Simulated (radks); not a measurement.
Values are calculated unless marked as measured or tabulated.
Charge is removed step by step from the 1s down level of the nickel ion Ni18+, starting from 1s(up 1, down 1) 2s2 2p6. Code: a radial shooting solver on a logarithmic mesh with Libxc functionals. Model: scalar-relativistic Kohn-Sham, r2SCAN, spin-polarised, spherical densities, finite nucleus; meta-GGA in the generalised Kohn-Sham scheme; Fermi nuclear charge, rms radius 3.7757 fm.

removed (e),E - E(0) (eV),eigenvalue (eV),E minus straight line (eV)
0,0.000,-8921.4,0.000
0.1,893.65,-8954.4,-12.999
0.2,1790.6,-8986.8,-22.728
0.3,2690.7,-9018.3,-29.260
0.4,3593.9,-9048.8,-32.687
0.5,4500.1,-9077.9,-33.125
0.6,5409.2,-9105.1,-30.733
0.7,6320.8,-9129.3,-25.746
0.8,7234.7,-9148.9,-18.535
0.9,8150.2,-9161.6,-9.662
1,9066.5,-9163.9,0.000

Removing the whole electron costs 9066.5 eV by Delta-SCF, against 8921.4 eV from minus the eigenvalue at the starting occupation. Slater's transition state (half an electron removed) gives 9077.9 eV. Integrating minus the eigenvalue over the occupation (Janak's theorem) gives 9067.7 eV. In this scalar-relativistic scheme the density is built from large components alone, so the theorem holds only approximately. The mean slope of the eigenvalue, de/dn, is 242 eV per electron.
